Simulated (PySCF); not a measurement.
C2H5ClSi2, SMILES C#C[Si@@H]([SiH3])Cl.

The structure is a stationary point at PBE-D3(BJ)/def2-SVP. The structure was generated by enumeration; whether it is a known compound was not checked.

Computed with PBE-D3(BJ)/def2-SVP in PySCF.

Frequencies are harmonic and unscaled.

Computed vibrational spectrum:
```
mode  ν (cm⁻¹)  IR (km/mol)  moving atoms (share of kinetic energy)
----  --------  -----------  --------------------------------------
1           82          0.4        Si 35 %, C 35 %, H 19 %, Cl 11 %
2          106          0.6                  H 75 %, C 11 %, Cl 8 %
3          115          1.4         Si 31 %, Cl 31 %, H 30 %, C 8 %
4          129          0.6        C 31 %, Si 30 %, H 21 %, Cl 18 %
5          279         18.3                  C 68 %, H 23 %, Si 9 %
6          316         17.7                  C 76 %, Cl 10 %, H 9 %
7          391          8.0                Si 57 %, H 25 %, Cl 11 %
8          488         22.7                         H 76 %, Si 16 %
9          507         15.1                         H 62 %, Si 30 %
10         538         61.6                Si 54 %, Cl 29 %, H 12 %
11         642         47.6                 Si 44 %, C 43 %, H 11 %
12         688         20.2                          H 76 %, C 24 %
13         713         21.1                          H 76 %, C 24 %
14         727        229.1                         H 88 %, Si 10 %
15         770        110.6                         H 87 %, Si 10 %
16         831        109.9                         H 88 %, Si 11 %
17         898         41.8                                  H 97 %
18         899         36.7                                  H 97 %
19        2080         40.3                           C 90 %, H 9 %
20        2155         53.3                                  H 99 %
21        2169         36.6                                  H 97 %
22        2173         71.5                                  H 96 %
23        2181         99.7                                  H 96 %
24        3389         57.5                          H 86 %, C 14 %
```
